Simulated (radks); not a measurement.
Task: Cs, 55 electrons, occupied as [Xe] 6s1 (the NIST ground configuration). Method: scalar-relativistic Kohn-Sham, LDA (Slater exchange, Perdew-Zunger correlation), spin-unpolarised, spherical densities, point nucleus; computed with a radial shooting solver on a logarithmic mesh with Libxc functionals. Some entries of the table are withheld. Estimate them.

| orbital | occ. | eigenvalue (hartree) | <1/r> (bohr^-1) |
|---|---|---|---|
| 1s | 2 | -1314.216 | 59.35 |
| 2s | 2 | -206.1866 | 13.63 |
| 2p | 6 | -185.0575 | (1) |
| 3s | 2 | (2) | 4.910 |
| 3p | 6 | -36.04724 | (3) |
| 3d | 10 | -26.03838 | 4.421 |
| 4s | 2 | -8.07463 | 2.020 |
| 4p | 6 | -5.89772 | 1.857 |
| 4d | 10 | -2.72877 | 1.584 |
| 5s | 2 | -0.98840 | 0.7585 |
| 5p | 6 | -0.50005 | 0.6242 |
| 6s | 1 | (4) | 0.2259 |
| 6p | 0 | -0.02865 | 0.1576 |
| 5d | 0 | -0.01766 | 0.2419 |
| 7s | 0 | -0.00271 | 0.07647 |

Result: 
(1) 2p <1/r> (bohr^-1): 13.00
(2) 3s eigenvalue (hartree): -42.84734
(3) 3p <1/r> (bohr^-1): 4.664
(4) 6s eigenvalue (hartree): -0.08185
